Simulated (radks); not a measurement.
Ionisation of neutral holmium, [Xe] 4f11 6s2, to [Xe] 4f11 6s1 as the strength of local exchange is varied. All-electron calculation, non-relativistic Kohn-Sham, Slater X-alpha exchange (alpha = 2/3 is LDA exchange), no correlation, spin-polarised, spherical densities, point nucleus; open shells are filled with parallel spins first (spin-orbit coupling, left out, can overturn this in heavy ions); relativity is left out, which matters for an element this heavy. Program: a radial shooting solver on a logarithmic mesh with Libxc functionals.

alpha  E(Ho) (hartree)  exchange (hartree)  IE (eV)  -e of the level emptied (eV)  <r> of it (bohr)
0.565      -12017.7467           -207.1916    4.405                    2.409 (6s)             4.603
0.617      -12036.8324           -226.6560    4.599                    2.613 (6s)             4.529
0.667      -12055.2153           -245.4332    4.790                    2.816 (6s)             4.459
0.85       -12122.7578           -314.6698    5.532                    3.611 (6s)             4.225
0.889      -12137.2048           -329.5287    5.698                    3.791 (6s)             4.178
0.969      -12166.8975           -360.1219    6.047                    4.172 (6s)             4.087
0.982      -12171.7299           -365.1077    6.105                    4.235 (6s)             4.072

NIST Atomic Spectra Database: 6.022 eV (measured). The Delta-SCF value meets it near alpha = 0.96. Relativity is left out here, which matters for elements this heavy. Open shells are spherical and high-spin; term and fine-structure splittings are not resolved.
